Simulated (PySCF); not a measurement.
Computed properties of C₃H₇NOSi, SMILES C1=CO[SiH2]NC1

C3H7NOSi, SMILES C1=CO[SiH2]NC1. The structure is a stationary point at ωB97X-D3(BJ)/def2-SVP. This is a generated structure with no PubChem entry under its InChIKey; it may be hypothetical. The values are those of a single conformer. All values are computed for the isolated molecule unless a solvent is named; none is compared with measurement here.

**Structure.** All 33 harmonic modes at ωB97X-D3(BJ)/def2-SVP (PySCF) are real, so it is a minimum. With heavy atoms numbered as in [CH:1]1=[CH:2][O:3][SiH2:4][NH:5][CH2:6]1, the shortest bond between them is C1–C2 at 1.340 Å and the longest Si4–N5 at 1.718 Å.

**Vibrations.** The strongest infrared lines (harmonic, unscaled, degenerate partners summed) lie at 1309 cm⁻¹ (207 km/mol, H 57 %, O 23 %, C 18 %), 2242 cm⁻¹ (185 km/mol, H 96 %), 1013 cm⁻¹ (166 km/mol, H 90 %). The softest mode is at 92 cm⁻¹ and the zero-point energy is 63.4 kcal/mol.

**Electronic structure.** CAM-B3LYP/def2-TZVP (PySCF) places the frontier levels at -7.75 and 1.43 eV, a gap of 9.18 eV, and gives a dipole moment of 1.93 D and a mean polarisability of 66.0 bohr³. PBE/def2-TZVP (PySCF) at the same geometry gives -5.21 and -0.45 eV, so its gap is 4.42 eV narrower. An orbital gap is neither the optical nor the fundamental gap.

**Excitations.** TDA-PBE0/def2-SVPD (PySCF) has S1 at 5.71 eV (217 nm, f = 0.003, weak); the most intense of the 10 singlets computed lies at 7.18 eV (f = 0.18). T1 (TDA) is at 4.21 eV, 1.50 eV under S1. TDA-PBE/def2-SVPD (PySCF) puts S1 at 4.91 eV. No vertical singlet excitation falls in the visible range (under 3.1 eV).

**NMR.** GIAO shifts at B3LYP/pcSseg-1 (PySCF) (non-relativistic, atoms alike by connectivity averaged): ¹³C from 47.0 to 153.9 ppm against TMS; ¹H from 0.6 to 6.8 ppm against TMS; ²⁹Si at -37.4 ppm against TMS.
